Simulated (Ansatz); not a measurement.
Reaction (ligand exchange at a Mg–Cl bond): `[SiH3][O][Mg][Cl]` + NH₃ → `[NH2][Mg][O][SiH3]` + HCl

Program: Ansatz. Geometries: PBE0-D4/def2-TZVP. ΔE: electronic, gas phase. CCSD(T)/CBS adds triple-zeta CCSD(T) − MP2 to the extrapolated MP2 energy (def2 sets, frozen cores). This one scheme is used for every species. DFT in def2-TZVPP. HSE06 is defined as in plane-wave codes. For Mg outer-core shells are correlated without core-valence functions, which leaves a few kJ/mol of doubt a bond. One conformer a species, not always the lowest.

(1) Is it downhill or uphill in electronic energy at CCSD(T)/CBS, and by how much? (Estimate.)

(2) What do these levels give: revPBE-D4, ωB97X-V, r2SCANh, HSE06, RPA@PBE/def2-TZVPP, MP2/CBS(def2)? (Estimate.)

Largest T1 diagnostic among the species: 0.010.

## Answers

(1) Computed: Uphill: ΔE = +142.2 kJ/mol.

(2) The calculation gave: revPBE-D4 138.8, ωB97X-V 144.7, r2SCANh 148.1, HSE06 146.2, RPA@PBE/def2-TZVPP 132.4, MP2/CBS(def2) 143.0 kJ/mol.

Leaving LDA and LC-ωPBE aside and taking each functional with its dispersion term where it has one, the values, not all of them listed here, spread over 14.1 kJ/mol, from BLYP-D4 to BHLYP-D4. LDA lies −6.7 kJ/mol from PBE without D4. From BLYP to BHLYP (50 % exact exchange), in def2-TZVPP and without D4, ΔE moves by +12.9 kJ/mol.
